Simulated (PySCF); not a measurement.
**Mo³⁴⁺: ionisation energy**

Mo³⁴⁺ [He] 2s2 2p4 (3P) → Mo³⁵⁺ [He] 2s2 2p3 (4S), as a difference of total energies. All numbers are calculated (PySCF 2.14, scalar relativity by spin-free X2C-1e, in an even-tempered Gaussian basis (20 s from 11 bohr⁻², ratio 2.2; 12 p from 15 bohr⁻², ratio 2.2; 6 d from 64 bohr⁻², ratio 2.4; 5 f from 97 bohr⁻², ratio 2.4; 4 g from 150 bohr⁻², ratio 2.4)). Correlated levels: nothing frozen; virtual orbitals above 40 to 60 times the deepest correlated orbital energy dropped. The calculations carry no spin-orbit coupling.

```json
{"method": "UHF", "ionisation energy (eV)": "4629.3"}
{"method": "LDA", "ionisation energy (eV)": "4626.7"}
{"method": "PBE", "ionisation energy (eV)": "4631.9"}
{"method": "PBE0", "ionisation energy (eV)": "4631.7"}
{"method": "r2SCAN", "ionisation energy (eV)": "4633.0"}
{"method": "BP86", "ionisation energy (eV)": "4633.4"}
{"method": "M06-2X", "ionisation energy (eV)": "4630.4"}
{"method": "MP2 (all electrons)", "ionisation energy (eV)": "4630.9"}
{"method": "SCS-MP2 (all electrons)", "ionisation energy (eV)": "4631.1"}
```

Spin-orbit coupling is strong in these open shells (close to jj coupling). The scalar numbers leave it out and a first-order estimate fails, so it can dominate the gap to the real levels.

For this ion Breit and QED terms and the two-electron picture change, all absent here, outweigh the differences among the correlated methods.

For comparison: 4618 ± 10 eV (semi-empirical (NIST evaluation); NIST Atomic Spectra Database, ionization energies).
